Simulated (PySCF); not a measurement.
silylarsine (AsH5Si), SMILES [SiH3][AsH2].

Geometry: PBE0-D3(BJ)/def2-TZVP.

Computed with PySCF with PBE0-D3(BJ)/def2-TZVP.

Frequencies are harmonic and unscaled.

List the normal modes with their intensities. (The exact figures need the calculation; the answer reports its results.)


| mode | ν (cm⁻¹) | IR (km/mol) | moving atoms (share of kinetic energy) |
|---|---|---|---|
| 1 | 153 | 0.1 | H 99 % |
| 2 | 361 | 1.1 | Si 63 %, As 29 %, H 8 % |
| 3 | 437 | 14.4 | H 97 % |
| 4 | 454 | 10.5 | H 96 % |
| 5 | 670 | 25.1 | H 90 % |
| 6 | 721 | 2.3 | H 92 % |
| 7 | 887 | 288.7 | H 92 %, Si 8 % |
| 8 | 937 | 34.7 | H 97 % |
| 9 | 946 | 37.9 | H 98 % |
| 10 | 984 | 20.6 | H 98 % |
| 11 | 2206 | 37.0 | H 99 % |
| 12 | 2216 | 23.8 | H 98 % |
| 13 | 2220 | 67.6 | H 99 % |
| 14 | 2234 | 111.8 | H 96 % |
| 15 | 2235 | 136.4 | H 96 % |
